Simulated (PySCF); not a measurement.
This PySCF input asks for the NMR shieldings of SMILES [BH3-][P+](CC)(CC)C(=C)C, C7H18BP; the geometry comes from GFN2-xTB.

```python
import basis_set_exchange as bse
import numpy as np
from pyscf import gto, dft
from pyscf.prop import nmr

atoms = """
B     1.461352    0.873769    1.796379
P     0.279287    0.252948    0.410358
C     0.180682   -1.588557    0.284075
C    -0.767058   -2.119667   -0.783691
C    -1.482738    0.790575    0.564403
C    -2.118008    0.245746    1.837794
C     0.758334    0.743278   -1.281873
C     0.070600    1.604711   -2.019149
C     2.079864    0.185638   -1.714645
H     0.996661    0.455212    2.812788
H     1.445134    2.063595    1.717130
H     2.525728    0.395535    1.544866
H    -0.101133   -1.953894    1.275390
H     1.201955   -1.933485    0.100465
H    -1.801724   -1.897528   -0.534480
H    -0.547927   -1.674033   -1.752408
H    -0.667104   -3.200489   -0.870620
H    -2.052670    0.488472   -0.317395
H    -1.461870    1.883077    0.607936
H    -2.228082   -0.835800    1.791668
H    -3.104833    0.681257    1.986076
H    -1.499332    0.491359    2.698103
H     0.430086    1.924563   -2.985293
H    -0.866639    2.028537   -1.704020
H     2.794902    0.272410   -0.897154
H     1.990793   -0.869961   -1.972903
H     2.463844    0.719158   -2.581638
"""
names = dict.fromkeys(["B", "P", "C", "H"], "pcSseg-1")
basis = {el: gto.basis.parse(bse.get_basis(n, elements=[el], fmt="nwchem")) for el, n in names.items()}
mol = gto.M(atom=atoms, basis=basis, charge=0, verbose=0)
mf = dft.RKS(mol, xc="PBE0")
mf.grids.level = 2
mf.grids.alignment = dft.numint.BLKSIZE   # the property module wants whole blocks of grid points
mf.conv_tol = 1e-9
mf.kernel()

calc = nmr.RKS(mf)   # GIAO
C = mf.mo_coeff
Co = C[:, mf.mo_occ > 0]
resp = mf.gen_response(singlet=True, hermi=2)
def vind(x):   # induced exchange potential for any number of trial vectors
    d = np.einsum("pi,xij,qj->xpq", C, 2 * x.reshape(-1, C.shape[1], Co.shape[1]), Co, optimize=True)
    return np.einsum("xpq,pi,qj->xij", resp(d - d.transpose(0, 2, 1)), C, Co, optimize=True).ravel()
mo1, _ = nmr.rhf.solve_mo1(calc, with_cphf=vind)
sigma = calc.kernel(mo1)
for i, s in enumerate(sigma):   # ppm
    print("%2d %-2s %9.2f" % (i, mol.atom_pure_symbol(i), np.trace(s) / 3))
```

Question: What does it print?

Answer: 
```
 0 B     150.25
 1 P     302.92
 2 C     168.86
 3 C     178.32
 4 C     169.21
 5 C     178.63
 6 C      35.77
 7 C      56.32
 8 C     163.83
 9 H      30.93
10 H      31.26
11 H      30.92
12 H      30.04
13 H      30.01
14 H      30.93
15 H      30.96
16 H      30.47
17 H      29.97
18 H      30.06
19 H      30.98
20 H      30.36
21 H      30.11
22 H      25.69
23 H      26.24
24 H      29.14
25 H      29.97
26 H      29.73
```

These numbers come from an equivalent density-fitted implementation of the same equations, which agrees with the script to about 0.01 ppm for H and up to a few tenths of a ppm for heavy atoms, so last digits may differ.

Size and cost of the density-fitted run: 250 basis functions, 58 s wall time on 1 thread of an Arm Neoverse V2, shared host; peak memory 1.2 GiB.
